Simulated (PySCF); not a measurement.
# Two-photon absorption: SMILES C#CC1=C[C@H]2C=C[C@@H]1C=C2, C10H8

Cartesian coordinates in Å; atom numbers follow the order of the lines, from 1:
```xyz
18

C     3.071    1.638   -0.464
C     1.910    1.327   -0.279
C     0.574    0.908   -0.075
C    -0.477    1.681    0.243
C    -1.779    0.899    0.388
C    -1.496   -0.179    1.438
C    -0.463   -0.956    1.121
C     0.183   -0.580   -0.211
C    -0.932   -0.615   -1.255
C    -1.966    0.162   -0.940
H     4.092    1.930   -0.623
H    -0.430    2.760    0.389
H    -2.629    1.540    0.648
H    -2.101   -0.261    2.343
H    -0.081   -1.783    1.722
H     1.044   -1.206   -0.471
H    -0.847   -1.227   -2.153
H    -2.868    0.296   -1.540
```

Method: TDDFT CAM-B3LYP/aug-cc-pVDZ excited states, vertical, gas phase in PySCF 2.14.0. Geometry: PBE0-D3(BJ)/def2-SVP.

(1) Give the one- and two-photon strengths of the lowest singlets.

## Answers

(1) δ for parallel linear polarisation; σ at the peak of a Lorentzian of half width 0.1 eV, single beam; Ω is circular over linear.
| state | E (eV) | f | photon λ (nm) | δ (au) | σ (GM) | Ω | main |
| --- | --- | --- | --- | --- | --- | --- | --- |
| S1 | 4.49 | 0.065 | 552 | 21.3 | 0.16 | 0.85 | HOMO→LUMO 0.95 |
| S2 | 4.90 | 0.000 | 506 | 1.28 | 0.01 | 1.50 | HOMO→LUMO+2 0.77, HOMO→LUMO+3 0.09 |
| S3 | 5.22 | 0.000 | 475 | 3.74 | 0.04 | 1.50 | HOMO−2→LUMO 0.83 |
| S4 | 5.43 | 0.003 | 456 | 52.2 | 0.56 | 1.50 | HOMO→LUMO+1 0.87 |
| S5 | 5.65 | 0.060 | 439 | 73 | 0.85 | 0.48 | HOMO−1→LUMO 0.78, HOMO−2→LUMO+2 0.09 |
| S6 | 5.73 | 0.000 | 433 | 3.47 | 0.04 | 1.50 | HOMO→LUMO+10 0.33, HOMO−1→LUMO+2 0.19 |

Among these, the strongest one-photon state is S1, the strongest two-photon state S5, with a dipole change of 2.2 D (relaxed, norm of the difference vector).
